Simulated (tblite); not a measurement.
Input of a run (GFN2-xTB geometry optimisation, gas phase (tblite 0.8.0)), started from a force field or distance geometry:
```
{"job": {"kind": "relax", "xc": "GFN2-xTB", "basis": "xTB"}, "charge": 0, "multiplicity": 1}
C      3.353400     1.264700    -0.461400
C      2.612000     0.175600    -0.223000
C      1.132100     0.088100    -0.364700
C      0.410400    -0.186700     0.916600
C      0.195200    -1.617900     1.378800
C     -0.994200    -0.766400     0.985100
C     -1.724800    -1.091400    -0.239600
C     -2.371600    -0.236500    -1.037900
C     -2.475900     1.235000    -0.868000
F     -2.051700     1.861800    -1.993500
H      4.419800     1.257100    -0.335100
H      2.882300     2.189900    -0.793100
H      3.114900    -0.734400     0.125100
H      0.912200    -0.683900    -1.116600
H      0.730700     1.041800    -0.772800
H      0.660200     0.543100     1.695200
H      0.509600    -2.413900     0.713600
H      0.338400    -1.846300     2.422800
H     -1.621600    -0.427000     1.812300
H     -1.745400    -2.147800    -0.502600
H     -2.882600    -0.629800    -1.917700
H     -3.525700     1.527700    -0.711000
H     -1.882500     1.624200    -0.019400
```

Output (eV, eV/Å):
```
step      E/eV     max force
  0    -831.17662    1.318
  1    -831.23686    1.017
  2    -831.25339    0.356
  3    -831.26011    0.204
  4    -831.26737    0.145
  5    -831.27083    0.137
  6    -831.27341    0.117
  7    -831.27576    0.093
  8    -831.27749    0.106
  9    -831.27898    0.105
 10    -831.28048    0.080
 11    -831.28196    0.092
 12    -831.28316    0.087
 13    -831.28418    0.074
 14    -831.28506    0.076
 15    -831.28585    0.077
 16    -831.28658    0.094
 17    -831.28728    0.076
 18    -831.28795    0.050
 19    -831.28856    0.059
 20    -831.28909    0.058
 21    -831.28958    0.057
 22    -831.29007    0.053
 23    -831.29056    0.051
 24    -831.29108    0.074
 25    -831.29167    0.095
 26    -831.29232    0.082
 27    -831.29293    0.047
 28    -831.29343    0.055
 29    -831.29390    0.066
 30    -831.29443    0.081
 31    -831.29499    0.065
 32    -831.29547    0.057
 33    -831.29583    0.051
 34    -831.29613    0.047
 35    -831.29641    0.044
 36    -831.29664    0.033
 37    -831.29682    0.033
 38    -831.29697    0.032
 39    -831.29711    0.033
 40    -831.29724    0.024
 41    -831.29734    0.022
 42    -831.29744    0.020
 43    -831.29753    0.025
 44    -831.29761    0.021
 45    -831.29770    0.025
 46    -831.29778    0.028
 47    -831.29789    0.026
 48    -831.29801    0.026
 49    -831.29814    0.031
 50    -831.29827    0.036
 51    -831.29841    0.028
 52    -831.29855    0.029
 53    -831.29869    0.025
 54    -831.29883    0.027
 55    -831.29902    0.038
 56    -831.29929    0.051
 57    -831.29961    0.052
 58    -831.29988    0.038
 59    -831.30007    0.030
 60    -831.30026    0.030
 61    -831.30054    0.046
 62    -831.30094    0.052
 63    -831.30141    0.047
 64    -831.30189    0.042
 65    -831.30236    0.043
 66    -831.30276    0.070
 67    -831.30312    0.064
 68    -831.30359    0.049
 69    -831.30401    0.044
 70    -831.30426    0.042
 71    -831.30471    0.052
 72    -831.30511    0.047
 73    -831.30532    0.070
 74    -831.30556    0.036
 75    -831.30573    0.034
 76    -831.30627    0.031
 77    -831.30641    0.034
 78    -831.30671    0.034
 79    -831.30693    0.034
 80    -831.30724    0.039
 81    -831.30754    0.058
 82    -831.30785    0.054
 83    -831.30825    0.043
 84    -831.30887    0.047
 85    -831.30918    0.043
 86    -831.30981    0.038
 87    -831.31021    0.043
 88    -831.31047    0.086
 89    -831.31094    0.044
 90    -831.31133    0.040
 91    -831.31228    0.050
 92    -831.31261    0.044
 93    -831.31312    0.051
 94    -831.31395    0.048
 95    -831.31451    0.052
 96    -831.31513    0.044
 97    -831.31559    0.053
 98    -831.31611    0.052
 99    -831.31672    0.053
100    -831.31619    0.208
101    -831.31752    0.043
102    -831.31774    0.031
103    -831.31805    0.040
104    -831.31816    0.034
105    -831.31833    0.023
106    -831.31845    0.028
107    -831.31853    0.019
108    -831.31862    0.019
109    -831.31872    0.027
110    -831.31881    0.029
111    -831.31892    0.030
112    -831.31907    0.033
113    -831.31924    0.039
114    -831.31942    0.041
115    -831.31965    0.030
116    -831.31997    0.042
117    -831.32036    0.042
118    -831.32065    0.070
119    -831.32105    0.048
120    -831.32132    0.048
121    -831.32169    0.036
122    -831.32190    0.028
123    -831.32207    0.034
124    -831.32225    0.032
125    -831.32246    0.050
126    -831.32280    0.045
127    -831.32317    0.052
128    -831.32353    0.049
129    -831.32397    0.059
130    -831.32438    0.073
131    -831.32443    0.136
132    -831.32523    0.044
133    -831.32565    0.041
134    -831.32674    0.088
135    -831.32735    0.064
136    -831.32872    0.089
137    -831.33006    0.070
138    -831.33024    0.212
139    -831.33155    0.072
140    -831.33231    0.077
141    -831.33318    0.069
142    -831.33357    0.030
143    -831.33380    0.034
144    -831.33400    0.035
145    -831.33421    0.036
146    -831.33438    0.032
147    -831.33450    0.019
148    -831.33458    0.019
149    -831.33465    0.016
150    -831.33473    0.018
151    -831.33478    0.022
152    -831.33484    0.022
153    -831.33489    0.020
154    -831.33494    0.017
155    -831.33500    0.019
156    -831.33505    0.020
157    -831.33511    0.017
158    -831.33516    0.015
159    -831.33522    0.019
160    -831.33527    0.019
161    -831.33531    0.014
162    -831.33535    0.013
163    -831.33539    0.016
164    -831.33544    0.022
165    -831.33552    0.027
166    -831.33563    0.029
167    -831.33573    0.020
168    -831.33585    0.025
169    -831.33598    0.024
170    -831.33616    0.031
171    -831.33634    0.036
172    -831.33649    0.034
173    -831.33658    0.018
174    -831.33668    0.024
175    -831.33682    0.027
176    -831.33697    0.029
177    -831.33710    0.024
178    -831.33721    0.017
179    -831.33730    0.017
180    -831.33741    0.022
181    -831.33751    0.028
182    -831.33762    0.025
183    -831.33773    0.045
184    -831.33789    0.036
185    -831.33814    0.036
186    -831.33856    0.037
187    -831.33873    0.025
188    -831.33896    0.027
189    -831.33917    0.035
190    -831.33948    0.060
191    -831.33984    0.045
192    -831.34033    0.036
193    -831.34058    0.033
194    -831.34074    0.022
195    -831.34090    0.023
196    -831.34098    0.016
197    -831.34104    0.016
198    -831.34108    0.016
199    -831.34113    0.014
200    -831.34119    0.018
201    -831.34124    0.018
202    -831.34128    0.013
203    -831.34130    0.008
```

Summarise the run.

The energy falls by 0.165 eV over 203 L-BFGS steps, the largest force on an atom goes from 1.32 to 0.008 eV/Å, and the atoms move by 0.924 Å rms after alignment. The bond that changes most is C4–C5 (both ends three-membered-ring carbon), which shortens by 0.026 Å. Bonds longer at the end by more than 0.005 Å: 5 of 23; shorter: 13. Among the angles that change most is C2–C3–C4, from 114.1° to 110.2°. Among the dihedrals that turn most is C7–C8–C9–H23, from 4° to 65°. The energy rose by more than 1e-5 eV at step 100. The first step brought 37 % of the lowering.

What are the final bond lengths?

C1=C2 1.319 Å, C2–C3 1.498 Å, C3–C4 1.514 Å, C4–C5 1.493 Å, C5–C6 1.509 Å, C6–C7 1.469 Å, C7=C8 1.327 Å, C8–C9 1.497 Å, C9–F10 1.374 Å, C4–C6 1.516 Å, C1–H11 1.077 Å, C1–H12 1.078 Å, C2–H13 1.082 Å, C3–H14 1.092 Å, C3–H15 1.093 Å, C4–H16 1.085 Å, C5–H17 1.080 Å, C5–H18 1.079 Å, C6–H19 1.083 Å, C7–H20 1.081 Å, C8–H21 1.080 Å, C9–H22 1.097 Å, C9–H23 1.097 Å. Numbering counts from 1 in the input's order; the species is `C=CC[C@@H]1C[C@@H]1/C=C\CF`.

Time: 3.0 s of wall time. Hardware: one thread, Arm Neoverse N1 (aarch64), shared host.

Its GFN2-xTB frequencies are all real (lowest 16 cm⁻¹). One conformer, not necessarily the lowest. 3 starts were optimised and ended at 0.00, 1.60 and 2.07 kcal/mol (GFN2-xTB); the lowest of these is shown.

All values are computed, not measured.
